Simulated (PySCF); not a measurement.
## Spinor energies of Kr²⁺ (krypton, charge +2)

Start: [Ar] 3d10 4s2 4p4; 4p1/2 filled at m_j = +1/2; 4p3/2 filled at m_j = -1/2, +1/2, +3/2. Calculated with PySCF 2.14 in x2c-TZVPall-2c with one added diffuse shell each of s, p, d type (7s8p5d1f, 63 functions): generalised Hartree-Fock with the X2C-1e Hamiltonian and a Gaussian nucleus; one run each with spin-orbit coupling (SO) switched off, then screened by Boettger's factors. This is a chosen level, not necessarily the ground level.

```json
{"spinor shell": "1s1/2", "electrons": "2", "ε, spin-free (eV)": "-14430.7", "ε, screened SO (eV)": "-14430.2", "weight of nominal j (screened SO)": "1.000", "rms radius, screened SO (bohr)": "0.0478"}
{"spinor shell": "2s1/2", "electrons": "2", "ε, spin-free (eV)": "-1986.3", "ε, screened SO (eV)": "-1986.1", "weight of nominal j (screened SO)": "1.000", "rms radius, screened SO (bohr)": "0.199"}
{"spinor shell": "2p1/2", "electrons": "2", "ε, spin-free (eV)": "-1753.7", "ε, screened SO (eV)": "-1790.7", "weight of nominal j (screened SO)": "1.000", "rms radius, screened SO (bohr)": "0.174"}
{"spinor shell": "2p3/2", "electrons": "4", "ε, spin-free (eV)": "-1753.7", "ε, screened SO (eV)": "-1736.0", "weight of nominal j (screened SO)": "1.000", "rms radius, screened SO (bohr)": "0.178"}
{"spinor shell": "3s1/2", "electrons": "2", "ε, spin-free (eV)": "-330.77", "ε, screened SO (eV)": "-330.66", "weight of nominal j (screened SO)": "1.000", "rms radius, screened SO (bohr)": "0.564"}
{"spinor shell": "3p1/2", "electrons": "2", "ε, spin-free (eV)": "-254.20", "ε, screened SO (eV)": "-260.02", "weight of nominal j (screened SO)": "0.999", "rms radius, screened SO (bohr)": "0.574"}
{"spinor shell": "3p3/2", "electrons": "4", "ε, spin-free (eV)": "-254.20", "ε, screened SO (eV)": "-251.29", "weight of nominal j (screened SO)": "0.999", "rms radius, screened SO (bohr)": "0.585"}
{"spinor shell": "3d3/2", "electrons": "4", "ε, spin-free (eV)": "-127.37", "ε, screened SO (eV)": "-128.15", "weight of nominal j (screened SO)": "0.981", "rms radius, screened SO (bohr)": "0.609"}
{"spinor shell": "3d5/2", "electrons": "6", "ε, spin-free (eV)": "-127.37", "ε, screened SO (eV)": "-126.68", "weight of nominal j (screened SO)": "0.987", "rms radius, screened SO (bohr)": "0.611"}
{"spinor shell": "4s1/2", "electrons": "2", "ε, spin-free (eV)": "-54.021", "ε, screened SO (eV)": "-53.983", "weight of nominal j (screened SO)": "0.999", "rms radius, screened SO (bohr)": "1.62"}
{"spinor shell": "4p3/2", "electrons": "3", "ε, spin-free (eV)": "-37.137", "ε, screened SO (eV)": "-37.850", "weight of nominal j (screened SO)": "0.596", "rms radius, screened SO (bohr)": "1.86"}
{"spinor shell": "4p1/2", "electrons": "1", "ε, spin-free (eV)": "-37.137", "ε, screened SO (eV)": "-35.170", "weight of nominal j (screened SO)": "0.618", "rms radius, screened SO (bohr)": "1.88"}
```

| quantity | spin-free | screened SO |
| --- | --- | --- |
| E (hartree) | -2786.75425 | -2786.93404 |
| M_J | 2 | 2 |
| ⟨J²⟩ | 6.010 | 6.017 |
| ⟨L²⟩ | 2.007 | 2.154 |
| ⟨S²⟩ | 2.003 | 1.935 |

Each row is a mean over spinors that exchange with the open shell spreads, by up to 6.591 eV (4s1/2).

Rows whose weight is well below 1 are mixtures of j = l ± 1/2: exchange outweighs spin-orbit coupling there, and the label is only the starting occupation.

Without spin-orbit coupling the j labels of p, d and f shells carry no meaning; the spin-free column gives the mean over the occupied spinors of each nl shell.
